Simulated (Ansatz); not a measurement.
The cluster Cs₃H₄⁻. Charge -1, multiplicity 1. Geometry PBE-D4/def2-TZVPD, basis def2-TZVPD, Ansatz.

```xyz
7

Cs    3.923    0.691    1.587
Cs   -0.013    0.012    0.028
Cs   -3.904   -0.704   -1.617
H     1.663   -0.346    2.588
H    -1.634   -2.124   -1.493
H     2.741    1.123   -0.780
H    -2.775    1.348   -0.312
```

| run | HOMO (eV) | LUMO (eV) |
| --- | --- | --- |
| A | -3.05 | 1.70 |
| B | -0.23 | 1.53 |
| C | -1.05 | 1.50 |
| D | -0.21 | 1.19 |

In the def2 sets Cs takes a core potential; there is no spin–orbit coupling. Another isomer (singlet) lies 0.60 eV lower at PBE0-D4/def2-TZVPD; other spin states weren't run for this one.

Problem. The runs used PBE, PBE0, r2SCAN, ωB97M-V. Estimate which is which.

Solution. A ωB97M-V (range-separated); B r2SCAN (0 % exact exchange); C PBE0 (25 % exact exchange); D PBE (0 % exact exchange). Exact exchange lowers occupied and raises empty levels; among semilocal functionals meta-GGAs tend to open the gap a little, and such runs are hard to tell apart. The gap grows from 1.39 eV (PBE) to 4.75 eV (ωB97M-V).
